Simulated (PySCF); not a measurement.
H7NO2Si2, SMILES N[Si@H](O)O[SiH3].

The structure is a stationary point at PBE0-D3(BJ)/def2-SVP. The structure was generated by enumeration; whether it is a known compound was not checked. The values are those of a single conformer.

Vertical ionisation energy (IE) and electron affinity (EA) in eV. Rows of orbital energies are one-electron estimates. Where ΔSCF, EOM or ADC give a negative EA the extra electron is unbound and the value depends on the basis.

```csv
level,IE,EA
"−ε(HOMO), −ε(LUMO), r2SCAN/def2-TZVP (PySCF)",6.72,-0.01
"−ε(HOMO), −ε(LUMO), PBE/def2-TZVP (PySCF)",6.40,0.48
```
